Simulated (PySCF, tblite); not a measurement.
Isomers of C5H16SSi2, one GFN2-xTB conformer each. Single-point energies are computed at PBE0/pcSseg-1 (PySCF, gas phase, no added dispersion term), electronic only.

| SMILES | GFN2-xTB relative energy (kcal/mol) |
| --- | --- |
| CC[Si@@H](S[SiH3])C(C)C | 0.0 |
| C[SiH2][SiH2]C[C@H](C)CS | 43.4 |

Conformers: `[CH3:1][CH2:2][Si@@H:3]([S:4][SiH3:5])[CH:6]([CH3:7])[CH3:8]` with C1–C2–Si3–S4 -173°, C2–Si3–S4–Si5 -51°, C2–Si3–C6–C7 -179°; `[CH3:1][SiH2:2][SiH2:3][CH2:4][C@H:5]([CH3:6])[CH2:7][SH:8]` with C1–Si2–Si3–C4 -171°, Si2–Si3–C4–C5 -45°, Si3–C4–C5–C6 -61°, C4–C5–C7–S8 -173°, C5–C7–S8–H 60°.

Q: What does PBE0/pcSseg-1 give for the same structures?

A: 
| SMILES | PBE0/pcSseg-1 E (Eh) | PBE0/pcSseg-1 (kcal/mol) | GFN2-xTB (kcal/mol) | point group |
| --- | --- | --- | --- | --- |
| CC[Si@@H](S[SiH3])C(C)C | -1176.70486 | 0.0 | 0.0 | C1 |
| C[SiH2][SiH2]C[C@H](C)CS | -1176.64885 | 35.1 | 43.4 | C1 |

Both levels put the same isomer lowest. As drawn, the higher has an S–H bond and an Si–Si bond, which the lower lacks.

Q: Which frontier levels, dipoles and rotational constants go with these structures?

A: 
| SMILES | HOMO (eV, PBE0/pcSseg-1) | LUMO (eV) | dipole (D) | A, B, C (MHz) |
| --- | --- | --- | --- | --- |
| CC[Si@@H](S[SiH3])C(C)C | -7.04 | 0.15 | 1.84 | 1364, 797.3, 577.2 |
| C[SiH2][SiH2]C[C@H](C)CS | -6.77 | -0.10 | 1.80 | 2184, 440.7, 402.5 |

Q: What happens when harmonic zero-point energies from GFN2-xTB frequencies are added?

A: 
```csv
SMILES,ZPE (kcal/mol),electronic (kcal/mol),with ZPE (kcal/mol)
CC[Si@@H](S[SiH3])C(C)C,121.5,0.0,0.0
C[SiH2][SiH2]C[C@H](C)CS,118.4,35.1,32.1
```

The zero-point energies span 3.1 kcal/mol. The order is unchanged.
